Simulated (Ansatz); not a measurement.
Saddle point of SiNH7F2, singlet (SiH₃F ([F][SiH3]) + NH₃ + HF → SiNH₅ ([NH2][SiH3]) + HF + HF; bonds formed: Si1–N7, F2–H8, H6–F9; bonds broken: Si1–F2, H6–N7, H8–F9), PBE0-D4/def2-TZVP structure:

```xyz
11
angstrom
Si -0.8505 -0.7062 -0.4534
F 0.6304 0.7088 -1.5038
H 0.1265 -1.6447 -1.0263
H -1.7999 -1.5580 0.3350
H -1.7072 0.1302 -1.3094
H 0.9781 0.4362 0.7600
N -0.1285 0.2394 0.9582
H 1.4547 0.7625 -0.8305
F 2.1278 0.7184 0.1958
H -0.5621 1.1554 1.0345
H -0.2694 -0.2422 1.8401
```

Energies are electronic, without zero-point energy. Barriers and step energies count from the start structure reached by relaxing down the imaginary mode; all methods use the PBE0-D4 structures, on which another method's saddle can fall below an end. Ansatz 0.2.0; basis: def2-TZVPP, with def2-QZVPP for the basis limit; cores frozen in the correlated methods. B3LYP uses VWN-RPA correlation. Extrapolation: Hartree–Fock as exp(−7.88 √X), correlation as X^−2.97.

| method | barrier (kcal/mol) | step energy (kcal/mol) |
| --- | --- | --- |
| SPW92 | 2.06 | 5.76 |
| PBE-D4 | 11.87 | 8.71 |
| BLYP-D4 | 15.58 | 10.67 |
| r2SCAN-D4 | 14.70 | 11.19 |
| B97M-V | ? | 14.76 |
| PBE0-D4 | 15.26 | 9.90 |
| B3LYP-D4 | 17.70 | 11.44 |
| r2SCAN0-D4 | 16.99 | 11.65 |
| BHLYP-D4 | 21.65 | 13.39 |
| CAM-B3LYP-D4 | 16.76 | 11.50 |
| wB97X-V | 17.82 | 12.01 |
| wB97M-V | 18.37 | 12.86 |
| B2PLYP | 18.90 | 11.93 |
| PBE-QIDH | 17.73 | 11.13 |
| RPA on PBE | ? | 12.56 |
| HF | 33.20 | 17.18 |
| MP2 | ? | 11.48 |
| CCSD | 22.11 | 13.03 |
| CCSD(T) | 19.96 | 12.25 |

(1) Fill in the withheld barriers. (Judge from chemistry; the value comes from the calculation.)

T1 diagnostic: at most 0.011.

Answers

(1) The calculation gives: RPA on PBE 19.97; MP2 18.59; B97M-V 21.44 kcal/mol. Each is the energy of the saddle less that of the start structure, by the same method.

For comparison, the barrier by CCSD(T) at an estimated basis limit (MP2 extrapolated from triple and quadruple zeta, plus CCSD(T) − MP2 in triple zeta) is 19.82 kcal/mol.

Labels in which every atom is bracketed show which atoms are joined, not bond orders.

For scale, one of the runs: CCSD(T)/def2-TZVPP, 233 basis functions, launched by `ansatz run in.yaml --threads 4 --pin off --events-out ev --progress --plain --max-ram 9574MiB`. Hardware: 4 CPU threads of an AMD EPYC 9R14, shared host. Wall time 66 s; peak host memory 4.3 GiB.
